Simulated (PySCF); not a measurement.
## BrF: mean field, correlation and small terms against distance

State: ¹Σ⁺, singlet, closed shell. RHF-based CCSD(T) in PySCF 2.14 with Br cc-pVTZ-PP with ECP10, F cc-pVTZ and Br cc-pVQZ-PP with ECP10, F cc-pVQZ (frozen core orbitals: 10; scalar-relativistic core potentials). Correlation energies are extrapolated as n⁻³ (n = 3, 4), Hartree–Fock as (n+1)·exp(−9√n). CV is the change on freezing 4 orbitals instead, in Br cc-pwCVTZ-PP with ECP10, F cc-pwCVTZ. All energies in eV from Br + F.

```json
{"R (Å)": "1.5520", "HF/CBS": "0.119", "CCSD corr.": "-1.834", "(T)": "-0.1628", "CV": "-0.0225", "total": "-1.900"}
{"R (Å)": "1.6226", "HF/CBS": "-0.312", "CCSD corr.": "-1.907", "(T)": "-0.1833", "CV": "-0.0105", "total": "-2.413"}
{"R (Å)": "1.6931", "HF/CBS": "-0.471", "CCSD corr.": "-1.982", "(T)": "-0.2048", "CV": "-0.0016", "total": "-2.659"}
{"R (Å)": "1.7637", "HF/CBS": "-0.440", "CCSD corr.": "-2.057", "(T)": "-0.2278", "CV": "0.0051", "total": "-2.720"}
{"R (Å)": "1.8342", "HF/CBS": "-0.278", "CCSD corr.": "-2.134", "(T)": "-0.2523", "CV": "0.0100", "total": "-2.655"}
{"R (Å)": "1.9224", "HF/CBS": "0.048", "CCSD corr.": "-2.233", "(T)": "-0.2859", "CV": "0.0141", "total": "-2.457"}
{"R (Å)": "2.0106", "HF/CBS": "0.455", "CCSD corr.": "-2.336", "(T)": "-0.3235", "CV": "0.0164", "total": "-2.187"}
```

A fit to the total gives Re = 1.7578 Å, De = 2.721 eV, ωe = 680.7 cm⁻¹, Be = 0.3563 cm⁻¹ (masses 78.9183 and 18.9984 u).

Task: At R = 1.7637 Å the CCSD correlation energy is -0.433999 hartree in the smaller basis and -0.473157 in the larger. Extrapolate it.

Result: (4³·E4 − 3³·E3)/(4³ − 3³) = -0.50173 hartree; the larger basis holds 94.3 % of it.

The T1 diagnostic is 0.012. The open-shell atoms are computed with UHF. Spin–orbit coupling, excitations beyond (T) and corrections to the Born–Oppenheimer picture are left out.
